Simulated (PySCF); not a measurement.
Molecule: SMILES [BH3-][PH2+]c1ccccc1, C₆H₁₀BP.

Atoms are numbered as in `[BH3-:1][PH2+:2][c:3]1[cH:4][cH:5][cH:6][cH:7][cH:8]1`; H(Xn) means a hydrogen on atom n.

Geometry PBE0-D3(BJ)/def2-SVP throughout; GIAO in PySCF, gas phase, one conformer, non-relativistic; equivalent atoms averaged; functional PBE0.

A run gave: B1 -32.1, P2 -96.7, C4/C8 112.7, C6 112.2, C5/C7 111.4, C3 107.5, H(C6) 7.27, H(C4)/H(C8) 7.02, H(B1) 0.42 ppm (shifts δ (against BF3·OEt2, H3PO4, TMS at the same level)).

Problem. Which basis set was used in that run?
A. 6-311+G(2d,p)
B. 6-31G*
C. STO-3G
D. 6-31G

Solution. C. C4/C8 tells them apart best: STO-3G gives 112.7, 6-31G gives 127.8, 6-311+G(2d,p) gives 135.5, 6-31G* gives 126.1 ppm.
